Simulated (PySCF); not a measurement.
**UHF on C⁺ (carbon, charge +1)**

Configuration: [He] 2s2 2p1, 2P determinant. Computed with PySCF 2.14 in aug-cc-pVTZ with one added diffuse shell each of s, p, d, f type (6s5p4d3f, 62 functions), with the non-relativistic Hamiltonian (point nucleus).

```
Total energy                                                  : -37.295006 hartree
One-electron energy                                           : -47.5694 hartree
Hartree (Coulomb) energy                                      : 15.0196 hartree
Exchange energy                                               : -4.7452 hartree
Kinetic energy                                                : 37.28773 hartree
⟨S²⟩                                                          : 0.7566
⟨L²⟩                                                          : 2.017
Sum of ⟨r⟩                                                    : 4.961 bohr
Sum of ⟨r²⟩                                                   : 8.074 bohr²
Traceless quadrupole moment −½Σ⟨3z² − r²⟩ along its main axis : -1.10 e·bohr²
Density at the nucleus (Gaussians lack the cusp)              : 124 bohr⁻³
Spin density at the nucleus                                   : 0.00992 bohr⁻³
Langevin diamagnetic susceptibility                           : -6.39 ×10⁻⁶ cm³/mol
```

```
shell  electrons  mean orbital energy (eV)  rms radius, mean of both spins (bohr)
 1s α          1                   -324.16                                  0.311
 1s β          1                   -323.34                                  0.311
 2s α          1                   -33.310                                   1.61
 2s β          1                   -29.598                                   1.61
 2p α          1                   -24.858                                   1.64
```

Spin-orbit constants ζ (cm⁻¹) from the X2C one-electron operator on these orbitals (non-relativistic here): bare nucleus, nucleus screened by l(l+1)(2l+1)/3 electrons, and screened by the Breit-Pauli mean field of the electrons.

```json
{"shell": "2p", "bare": "77.03", "screened nucleus": "51.35", "mean field": "41.24"}
```

To first order the Landé constant is A = 41.24 cm⁻¹, so the lowest level has J = 1/2 and lies 0.00511 eV below the centre of the term.
